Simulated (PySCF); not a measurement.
C3H9S (SMILES C[S+](C)C), charge +1, singlet, at a GFN2-xTB geometry; SVWN5/3-21G in PySCF.

The PySCF input:
```python
from pyscf import gto, scf, dft

mol = gto.M(
    atom='''
C    -0.326997    1.592663   -0.024168
S    -0.127080   -0.117060    0.533021
C     1.566987   -0.433964   -0.017695
C    -1.048420   -0.982234   -0.761654
H    -0.051125    1.694831   -1.069296
H     0.300896    2.229444    0.593224
H    -1.365093    1.880201    0.119329
H     1.690898   -0.169192   -1.063342
H     1.783242   -1.488623    0.130090
H     2.242782    0.151561    0.599861
H    -0.714666   -0.673473   -1.747611
H    -0.898313   -2.050760   -0.632686
H    -2.104762   -0.759819   -0.636809
''',
    basis='3-21g',
    charge=1,
    spin=0,
    verbose=4,
)

mf = dft.RKS(mol)
mf.xc = 'lda,vwn'
mf.kernel()
```

### Question
What does PySCF print? Leave out banner, timings and long lists.

### Answer

```
PySCF version 2.14.0

[INPUT] verbose = 4
[INPUT] num. atoms = 13
[INPUT] num. electrons = 42
[INPUT] charge = 1
[INPUT] spin (= nelec alpha-beta = 2S) = 0
[INPUT] symmetry False subgroup None
[INPUT] Mole.unit = angstrom
[INPUT] Symbol           X                Y                Z      unit          X                Y                Z       unit  Magmom
[INPUT]  1 C     -0.326997000000   1.592663000000  -0.024168000000 AA   -0.617934773554   3.009696878728  -0.045670900978 Bohr   0.0
[INPUT]  2 S     -0.127080000000  -0.117060000000   0.533021000000 AA   -0.240146395910  -0.221211340142   1.007263708642 Bohr   0.0
[INPUT]  3 C      1.566987000000  -0.433964000000  -0.017695000000 AA    2.961176270754  -0.820073107921  -0.033438703774 Bohr   0.0
[INPUT]  4 C     -1.048420000000  -0.982234000000  -0.761654000000 AA   -1.981226663517  -1.856153250236  -1.439317461679 Bohr   0.0
[INPUT]  5 H     -0.051125000000   1.694831000000  -1.069296000000 AA   -0.096612248118   3.202766417423  -2.020676586093 Bohr   0.0
[INPUT]  6 H      0.300896000000   2.229444000000   0.593224000000 AA    0.568611031977   4.213038570055   1.121030890519 Bohr   0.0
[INPUT]  7 H     -1.365093000000   1.880201000000   0.119329000000 AA   -2.579651904561   3.553064949133   0.225499128718 Bohr   0.0
[INPUT]  8 H      1.690898000000  -0.169192000000  -1.063342000000 AA    3.195334124575  -0.319726542467  -2.009425156747 Bohr   0.0
[INPUT]  9 H      1.783242000000  -1.488623000000   0.130090000000 AA    3.369838993822  -2.813089772728   0.245834471545 Bohr   0.0
[INPUT] 10 H      2.242782000000   0.151561000000   0.599861000000 AA    4.238243737104   0.286408781165   1.133573002808 Bohr   0.0
[INPUT] 11 H     -0.714666000000  -0.673473000000  -1.747611000000 AA   -1.350523010538  -1.272679522289  -3.302506162277 Bohr   0.0
[INPUT] 12 H     -0.898313000000  -2.050760000000  -0.632686000000 AA   -1.697565544136  -3.875374747213  -1.195603262847 Bohr   0.0
[INPUT] 13 H     -2.104762000000  -0.759819000000  -0.636809000000 AA   -3.977423737392  -1.435849814241  -1.203394603658 Bohr   0.0

nuclear repulsion = 187.778059900564
number of shells = 40
number of NR pGTOs = 99
number of NR cGTOs = 58
basis = 3-21g
ecp = {}

******** <class 'pyscf.dft.rks.RKS'> ********
method = RKS
initial guess = minao
damping factor = 0
level_shift factor = 0
DIIS = <class 'pyscf.scf.diis.CDIIS'>
diis_start_cycle = 1
diis_space = 8
diis_damp = 0
SCF conv_tol = 1e-09
SCF conv_tol_grad = None
SCF max_cycles = 50
direct_scf = True
direct_scf_tol = 1e-13
XC library pyscf.dft.libxc version 7.1.2
    S. Lehtola, C. Steigemann, M. J. T. Oliveira, and M. A. L. Marques,  SoftwareX 7, 1–5 (2018)
XC functionals = lda,vwn
    P. A. M. Dirac,  Math. Proc. Cambridge Philos. Soc. 26, 376 (1930)
    F. Bloch,  Z. Phys. 57, 545 (1929)
    S. H. Vosko, L. Wilk, and M. Nusair,  Can. J. Phys. 58, 1200 (1980)
radial grids:
    Treutler-Ahlrichs [JCP 102, 346 (1995); DOI:10.1063/1.469408] (M4) radial grids

becke partition: Becke, JCP 88, 2547 (1988); DOI:10.1063/1.454033
pruning grids: <function nwchem_prune>
grids dens level: 3
symmetrized grids: False
atomic radii adjust function: <function treutler_atomic_radii_adjust>
small_rho_cutoff = 0
Set gradient conv threshold to 3.16228e-05
Initial guess from minao.
tot grids = 149512
init E= -512.555613649899
  HOMO = -0.325988855737722  LUMO = -0.0333710813467755  gap/eV = 7.96254
cycle= 1 E= -512.461090638869  delta_E= 0.0945  |g|= 0.418  |ddm|=  3.2
  HOMO = -0.505220643533784  LUMO = -0.208551727926138  gap/eV = 8.07277
cycle= 2 E= -512.394478938791  delta_E= 0.0666  |g|= 0.639  |ddm|= 1.03
  HOMO = -0.484350679240502  LUMO = -0.202562782932535  gap/eV = 7.66784
cycle= 3 E= -512.506974973617  delta_E= -0.112  |g|= 0.0361  |ddm|= 0.673
  HOMO = -0.487893246459088  LUMO = -0.20408882959998  gap/eV = 7.72271
cycle= 4 E= -512.507426627053  delta_E= -0.000452  |g|= 0.00587  |ddm|= 0.0784
  HOMO = -0.487164392211748  LUMO = -0.203125630470562  gap/eV = 7.72909
cycle= 5 E= -512.507436636461  delta_E= -1e-05  |g|= 0.00245  |ddm|= 0.0117
  HOMO = -0.487560159336698  LUMO = -0.20352693205535  gap/eV = 7.72894
cycle= 6 E= -512.507438483558  delta_E= -1.85e-06  |g|= 0.000434  |ddm|= 0.00401
  HOMO = -0.48748756938721  LUMO = -0.203475231664158  gap/eV = 7.72837
cycle= 7 E= -512.507438543483  delta_E= -5.99e-08  |g|= 2.09e-05  |ddm|= 0.000689
  HOMO = -0.487486980353612  LUMO = -0.203475607665027  gap/eV = 7.72834
cycle= 8 E= -512.507438543631  delta_E= -1.48e-10  |g|= 1.86e-06  |ddm|= 3.79e-05
  HOMO = -0.487487812000648  LUMO = -0.203476329062871  gap/eV = 7.72835
Extra cycle  E= -512.507438543632  delta_E= -9.09e-13  |g|= 2.57e-06  |ddm|= 6.98e-06
converged SCF energy = -512.507438543632
```
